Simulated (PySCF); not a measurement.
Two species compared at the same levels of theory.

First species: C₄H₁₂OSSi₃.
SMILES with atom numbers: `[SiH3:1][SiH2:2][O:3][C@@:4]12[CH2:5][C@@H:6]1[C@H:7]2[S:8][SiH3:9]` (hydrogens: H10, H11, H12 on Si1; H13, H14 on Si2; H15, H16 on C5; H17 on C6; H18 on C7; H19, H20, H21 on Si9)

Second species: C₅H₁₀FNSi₂.
SMILES: `FCC1=C[Si@@H](N[SiH3])C=C1`

Levels: PBE0/pcSseg-1 for dipole moment, HOMO energy, LUMO energy and HOMO–LUMO gap; GFN2-xTB for rotational constant A and rotational constant C. Geometries: GFN2-xTB. All species are isolated and taken at one optimised geometry, non-relativistic unless stated. Electronic properties by PySCF.

Dipoles, sizes and rotational constants follow the conformer. The torsions of the flexible species, by atom-mapped SMILES:
- `[SiH3:1][SiH2:2][O:3][C@@:4]12[CH2:5][C@@H:6]1[C@H:7]2[S:8][SiH3:9]`: Si1–Si2–O3–C4 -178°, Si2–O3–C4–C5 -28°, C6–C7–S8–Si9 115°
- `[F:1][CH2:2][C:3]1=[CH:4][Si@@H:5]([NH:6][SiH3:7])[CH:8]=[CH:9]1`: F1–C2–C3–C4 1°, C4–Si5–N6–Si7 -85°

| property | column X | column Y |
| --- | --- | --- |
| dipole moment | 2.51 D | 2.02 D |
| HOMO energy | -6.71 eV | -6.70 eV |
| LUMO energy | -0.70 eV | -1.63 eV |
| HOMO–LUMO gap | 6.01 eV | 5.07 eV |
| rotational constant A | 1.119 GHz | 2.301 GHz |
| rotational constant C | 0.432 GHz | 0.466 GHz |

Question: Which column belongs to which species?

Answer: Column X is the first species and column Y the second. The first has 21 atoms and 102 electrons, the second 19 and 84.

Question: How does each property change from the first species to the second?

Answer: dipole moment -0.49 D; HOMO energy +0.01 eV; LUMO energy -0.93 eV; HOMO–LUMO gap -0.94 eV; rotational constant A +1.182 GHz; rotational constant C +0.034 GHz.

On the first: The dipole matches unit charges of opposite sign 0.52 Å apart (1 e·Å = 4.8032 D). A dipole of 2.51 D is allowed in C1, and pure rotational transitions are dipole-allowed.

On the second: The dipole equals about 6.7 × 10⁻³⁰ C·m (1 D = 3.33564 × 10⁻³⁰ C·m).
